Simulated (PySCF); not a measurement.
## SnBi: from constants to spectrum

UHF-CCSD(T) constants of SnBi, ²Π (doublet), unpaired electrons π ↑ (PySCF, scalar-relativistic core potentials, basis sets Sn cc-pVDZ-PP with ECP28, Bi cc-pVDZ-PP with ECP60; masses 119.9022 and 208.9804 u):

* ωe: 177.0 cm⁻¹
* ωexe: 0.442 cm⁻¹
* Be: 0.028832 cm⁻¹
* αe: 7.61e-05 cm⁻¹
* D (centrifugal): 3.06e-09 cm⁻¹
* De to Sn + Bi: 1.60 eV

Question: Give the vibrational terms G(v) and spacings up to v = 6.

Answer: G(v) = ωe(v+½) − ωexe(v+½)².

```json
{"v": "0", "G(v) (cm⁻¹)": "88.4", "G(v) − G(v−1)": "", "Bv (cm⁻¹)": "0.02879"}
{"v": "1", "G(v) (cm⁻¹)": "264.5", "G(v) − G(v−1)": "176.1", "Bv (cm⁻¹)": "0.02872"}
{"v": "2", "G(v) (cm⁻¹)": "439.7", "G(v) − G(v−1)": "175.2", "Bv (cm⁻¹)": "0.02864"}
{"v": "3", "G(v) (cm⁻¹)": "614.1", "G(v) − G(v−1)": "174.3", "Bv (cm⁻¹)": "0.02857"}
{"v": "4", "G(v) (cm⁻¹)": "787.5", "G(v) − G(v−1)": "173.5", "Bv (cm⁻¹)": "0.02849"}
{"v": "5", "G(v) (cm⁻¹)": "960.1", "G(v) − G(v−1)": "172.6", "Bv (cm⁻¹)": "0.02841"}
{"v": "6", "G(v) (cm⁻¹)": "1131.8", "G(v) − G(v−1)": "171.7", "Bv (cm⁻¹)": "0.02834"}
```

Question: How well does the Morse estimate ωe²/(4ωexe) reproduce De, and what is D0?

Answer: It gives 2.20 eV, 137 % of the computed De. D0 = De − G(0) = 1.60 − 0.01 = 1.59 eV.

Correlated steps freeze 8 core orbitals. Correlated levels converge slowly with the basis: in double zeta they bind strong bonds too weakly, by up to about 1 eV, and carry superposition errors of some tenths. These are scalar-relativistic numbers at best; spin–orbit coupling would shift them, the dissociation energy most. The state was picked by a PBE0 search and need not be the measured ground state.
